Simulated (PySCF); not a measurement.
Al(Cl)(Et)(NH2) (C2H7AlClN), SMILES C[CH2][Al]([NH2])[Cl]. Atoms are numbered in the order given.

```xyz
12

Al     0.3018     0.3688     0.2764
Cl    -1.7688     0.0224     0.6433
C      1.1106    -0.2428    -1.4044
C      0.6137    -1.6093    -1.9077
H      2.2174    -0.2389    -1.2889
H      0.8969     0.5426    -2.1656
H     -0.4903    -1.6288    -2.0166
H      0.8792    -2.4285    -1.2072
H      1.0470    -1.8743    -2.8956
N      1.1857     1.2223     1.5631
H      0.7667     1.5604     2.4324
H      2.1826     1.4480     1.5429
```

Coordinates come from a PBE-D3(BJ)/def2-SVP optimisation. The structure was generated by enumeration; whether it is a known compound was not checked. Other conformers were not sampled.

Method: PBE/pcSseg-1 run with PySCF.

GIAO shieldings, no solvent; atoms listed in one row are averaged. δ = σ(ref) − σ: ³⁵Cl against HCl (σ = 936.5 ppm); ¹³C against TMS (σ = 182.0 ppm); ¹H against TMS (σ = 31.49 ppm); ¹⁵N against NH3 (σ = 267.0 ppm), references at their B3LYP-D3(BJ)/def2-TZVP geometries, non-relativistic (without spin–orbit terms, shifts of atoms bonded to Cl or Br come out too high).

```json
[
 {"nucleus": "³⁵Cl", "atoms": "Cl2", "count": "1", "δ (ppm)": "-10.2"},
 {"nucleus": "¹³C", "atoms": "C4", "count": "1", "δ (ppm)": "14.5"},
 {"nucleus": "¹³C", "atoms": "C3", "count": "1", "δ (ppm)": "5.8"},
 {"nucleus": "¹H", "atoms": "H11", "count": "1", "δ (ppm)": "1.80"},
 {"nucleus": "¹H", "atoms": "H7, H8, H9", "count": "3", "δ (ppm)": "1.71"},
 {"nucleus": "¹H", "atoms": "H12", "count": "1", "δ (ppm)": "1.68"},
 {"nucleus": "¹H", "atoms": "H6", "count": "1", "δ (ppm)": "0.93"},
 {"nucleus": "¹H", "atoms": "H5", "count": "1", "δ (ppm)": "0.80"},
 {"nucleus": "¹⁵N", "atoms": "N10", "count": "1", "δ (ppm)": "48.5"}
]
```
